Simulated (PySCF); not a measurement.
Ligands exchanged one at a time, Ga F-SH. Gas-phase values, no solvent. One relaxed conformer stands for each flexible species; it need not be the lowest. Strings in code marks are SMILES.

The HOMO–LUMO gap from two functionals at the same geometries (CAM-B3LYP-D3(BJ)/def2-TZVP), both in PySCF: PBE-D3(BJ)/def2-TZVP and TPSSh-D3(BJ)/def2-TZVP. 

```tsv
species	TPSSh-D3(BJ)/def2-TZVP (eV)
0 of 3 F replaced by SH (`[F][Ga]([F])[F]`)	7.88
1 of 3 F replaced by SH (`[F][Ga]([F])[SH]` (F–Ga–S–H torsion 0°))	5.90
2 of 3 F replaced by SH	5.73
3 of 3 F replaced by SH (`[SH][Ga]([SH])[SH]`)	5.69
```

Problem. What does PBE-D3(BJ)/def2-TZVP give for each?

Solution. 
- 0 of 3 F replaced by SH (`[F][Ga]([F])[F]`): 6.31
- 1 of 3 F replaced by SH (`[F][Ga]([F])[SH]` (F–Ga–S–H torsion 0°)): 4.75
- 2 of 3 F replaced by SH: 4.62
- 3 of 3 F replaced by SH (`[SH][Ga]([SH])[SH]`): 4.61
Over these rows, drawn at random from the members with no instability flagged (it was tested for open shells, ions and some series alone), PBE minus TPSSh-D3(BJ): mean -1.23 eV, from -1.57 eV to -1.08 eV.
